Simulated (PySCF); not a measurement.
# How methods differ on the ionisation energy of Mn⁺

Mn⁺ [Ar] 3d5 4s1 (7S) → Mn²⁺ [Ar] 3d5 (6S), as a difference of total energies. All numbers are calculated (PySCF 2.14, no relativity, point nucleus, in def2-SVP (5s3p2d1f, 31 functions)). Correlated levels: valence: [Ar] frozen. The calculations carry no spin-orbit coupling.

```json
{"method": "UHF", "ionisation energy (eV)": "14.591"}
{"method": "BP86", "ionisation energy (eV)": "15.822"}
{"method": "B3LYP", "ionisation energy (eV)": "15.631"}
{"method": "MP2 (valence)", "ionisation energy (eV)": "14.770"}
{"method": "SCS-MP2 (valence)", "ionisation energy (eV)": "14.651"}
```

Q: How much does correlation contribute at MP2 (valence)?

A: 14.770 − (14.591) = 0.179 eV, measured against UHF.

These non-relativistic numbers lack the scalar-relativistic shift.

Errors of the correlated levels include the incompleteness of this basis and the frozen core.

For comparison: 15.640 eV (measured; NIST Atomic Spectra Database, ionization energies).
